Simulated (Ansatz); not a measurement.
Frontier orbitals of ClH₆NSi₃, SMILES `[SiH3]N([SiH3])[Si]Cl`.

Z-matrix (Å, degrees):
```
Si
N 1 1.762
H 1 1.481 2 111.3
H 1 1.489 2 105.5 3 117.9
H 1 1.481 2 111.3 3 -124.2
Si 2 1.755 1 116.8 3 -117.7
Si 2 1.723 1 126.0 3 62.2
H 6 1.486 2 107.2 1 -180.0
H 6 1.484 2 110.4 1 -60.3
H 6 1.484 2 110.4 1 60.3
Cl 7 2.112 2 100.1 1 -0.1
```

Charge 0, multiplicity 1. Geometry: relaxed with PBE0-D4/def2-TZVP. It is one conformer, not always the lowest. Basis def2-TZVPP, Ansatz 0.2.0.

```csv
functional,HOMO (eV),LUMO (eV),gap (eV)
PBE,-6.18,-2.83,3.35
PBE0,-7.25,-2.04,5.21
B3LYP,-7.06,-2.19,4.87
HSE06 (plane-wave form),-6.86,-2.41,4.45
CAM-B3LYP,-8.52,-0.93,7.59
ωB97M-V,-9.35,-0.08,9.27
```

Against PBE, PBE0 changes HOMO and LUMO by −1.08 and +0.79 eV, ωB97M-V by −3.18 and +2.74 eV. A gap of 3.35 eV thus becomes 9.27 eV for the same molecule, so an orbital gap means little without its functional.

B3LYP here is the variant with VWN-RPA as its local correlation; programs differ in this.
